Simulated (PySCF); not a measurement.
Does the answer move with the share of exact exchange?

Compound: 4-methylpyridine, C₆H₇N.
SMILES with atom numbers: `[CH3:1][c:2]1[cH:3][cH:4][n:5][cH:6][cH:7]1` (hydrogens: H8, H9, H10 on C1; H11 on C3; H12 on C4; H13 on C6; H14 on C7)

PySCF, pcSseg-1 basis, density fitting, gas phase, PBE0-D3(BJ)/def2-SVP geometry. One functional is left out:

```
functional  exact exchange (%)  HOMO energy (eV)  LUMO energy (eV)  dipole moment (D)
      BLYP                   0             -5.60             -1.43              2.689
     B3LYP                  20             -7.05             -0.86              2.757
  mPW1PW91                  25             -7.37             -0.70              2.803
 BHandHLYP                  50             -8.36              0.42              2.813
```

Question: Predict the row of PBE0 (25 % exact exchange) by straight lines through the other rows, and check it.

Answer: 
| property | line | computed | computed − line | mPW1PW91 (25 %), for comparison |
| --- | --- | --- | --- | --- |
| HOMO energy (eV) | -7.16 | -7.33 | -0.17 | -7.37 |
| LUMO energy (eV) | -0.60 | -0.68 | -0.08 | -0.70 |
| dipole moment (D) | 2.769 | 2.795 | +0.026 | 2.803 |

Question: Which of these properties follows the share of exact exchange most closely, and which least?

Answer: Most closely the LUMO energy, least the dipole moment; the correlations over the tabulated rows are LUMO energy 0.991, HOMO energy -0.982, dipole moment 0.901. The LUMO energy moves by +0.373 eV for every 10 %. Functionals with the same share still differ in their other parts.
